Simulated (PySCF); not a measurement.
Species: C₃H₈F₂Si₂.
SMILES with atom numbers: `[F:1][CH:2]([F:3])[CH:4]1[SiH2:5][CH2:6][SiH2:7]1`

Geometry (PBE0-D3(BJ)/def2-SVP, Å), atoms numbered from 1 in this order:
```xyz
15
C3H8F2Si2 angstrom
F      0.831    1.260    1.525
C      1.581    0.983    0.416
F      1.837    2.167   -0.190
C      0.822    0.060   -0.487
Si    -0.970    0.641   -0.888
C     -1.701   -0.645    0.305
Si     0.012   -1.457    0.371
H      2.547    0.577    0.769
H      1.436   -0.177   -1.368
H     -1.270    2.074   -0.605
H     -1.298    0.328   -2.312
H     -2.553   -1.245   -0.041
H     -1.955   -0.189    1.276
H      0.116   -2.667   -0.499
H      0.552   -1.769    1.729
```

Probes without a nucleus sit at each ring's centroid and 1 Å off its mean plane on both sides; NICS is minus the shielding there, NICSzz its component along the normal. Level: GIAO PBE0/pcSseg-1 (PySCF, non-relativistic, gas phase) on the PBE0-D3(BJ)/def2-SVP geometry, one conformer.

Ring bond lengths (Å), with Mayer bond orders in brackets: C4–Si5 1.926 (0.83), Si5–C6 1.901 (0.92), C6–Si7 1.897 (0.92), Si7–C4 1.921 (0.84).

What do the NICS probes read (ppm)?

```
         ring                                                type  NICS(0)  NICS(1), two faces  NICS(1)zz, two faces  rms pucker (Å)  centre to ring atoms, mean (Å)
C4–Si5–C6–Si7  4-membered ring with 2 Si; formal bonds all single     -2.2         -2.2 / -1.0             1.6 / 3.2            0.10                            1.35
```

What do they say, and how far can they be read as aromaticity?

- C4–Si5–C6–Si7: mean NICS(1)zz 2.4 ppm, near zero. C4, Si5, C6, Si7 have four or more neighbours, so the value isn't read as a sign of a π ring current.

What is the mean of the two in-plane components of NICS at the second NICS(1) probe listed for ring C4–Si5–C6–Si7, 1 Å off the ring?

The isotropic value is a third of the trace: (3 × -1.0 − (3.2))/2 = -3.1 ppm.

List the ring angles and the Hirshfeld charges of the ring atoms.

- C4–Si5–C6–Si7: C4 86.5° (-0.223 e), Si5 91.3° (+0.328 e), C6 87.9° (-0.253 e), Si7 91.6° (+0.331 e); sum 357.3° against 360° for a flat convex ring.

What are the shieldings of the ring atoms and their hydrogens in the same run (means over atoms taken as equivalent)?

| atoms | environment | σ isotropic (ppm) |
| --- | --- | --- |
| C4 | sp3 carbon bound to silicon | 163.6 |
| Si5 (×2) | SiH2 silicon | 386.3 |
| C6 | sp3 carbon bound to silicon | 193.8 |
| H9 | methine hydrogen | 29.94 |
| H10 (×2) | Si–H hydrogen | 26.15 |
| H11 (×2) | Si–H hydrogen | 26.42 |
| H12 | methylene hydrogen | 30.98 |
| H13 | methylene hydrogen | 30.57 |

How do the values depend on the level or the medium?

```json
{"level": "PBE0/pcSseg-1, gas", "NICS(0), C4–Si5–C6–Si7": "-2.2", "mean NICS(1)zz, C4–Si5–C6–Si7": "2.4"}
{"level": "wB97X-D/pcSseg-1, gas", "NICS(0), C4–Si5–C6–Si7": "-2.2", "mean NICS(1)zz, C4–Si5–C6–Si7": "2.2"}
```

The geometry is the same throughout.

Time: 41 s of wall time; peak memory 0.83 GiB. Hardware: one thread of an Arm Neoverse N1, no GPU (shared host). This is the whole shielding run at PBE0/pcSseg-1, SCF included.
